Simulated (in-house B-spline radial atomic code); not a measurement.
A fraction x of an electron is added to 5p in neutral tin, starting from [Kr] 4d10 5s2 5p2 and keeping the highest spin. Level of theory: scalar-relativistic (X2C) SCAN, spin-polarised, spherical fractional occupations, Fermi nucleus of rms radius 4.6519 fm; calculated with an all-electron radial atomic-structure program (B-spline basis).

```tsv
x	E(x) - E(0) (eV)	5p up level (eV)
0	0.0000	-4.381
0.1	-0.4087	-3.794
0.2	?	?
0.3	-1.0531	-2.658
0.4	-1.2914	-2.110
0.5	-1.4757	-1.578
0.6	-1.6075	-1.062
0.7	?	?
0.8	-1.7213	-0.090
```

(1) What belongs in the row x = 0.2?

(2) What belongs in the row x = 0.7?

(3) Check Janak's theorem between x = 0.3 and 0.4.

(4) Up to what added charge does this functional bind the extra electron?

Results:

(1) An energy change of -0.7593 eV; 5p up at -3.220 eV.

(2) An energy change of -1.6887 eV; 5p up at -0.565 eV.

(3) The slope of the energy is -2.38 eV; the orbital levels give -2.38 eV (ε of the filling orbital, averaged over the two points).

(4) The highest level rises by about 4.7 eV per electron near x = 0.8 and would reach zero near x = 0.82, so a whole extra electron isn't bound at the basis-set limit.
